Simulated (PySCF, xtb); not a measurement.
C₄H₈BN, SMILES C1C=CCB1N.

GFN2-xTB run with xtb 6.7.1 at its own geometry gives an orbital gap of 5.20 eV and a dipole moment of 2.45 D.

The structure is a stationary point at B3LYP-D3(BJ)/def2-SVP. This is a generated structure with no PubChem entry under its InChIKey; it may be hypothetical. The values are those of a single conformer.

**Question.** What does HF/def2-TZVP in PySCF give? (The exact figures need the calculation; the answer reports its results.)

**Answer.** gap 12.18 eV (levels -9.01 and 3.17 eV), dipole 1.78 D.
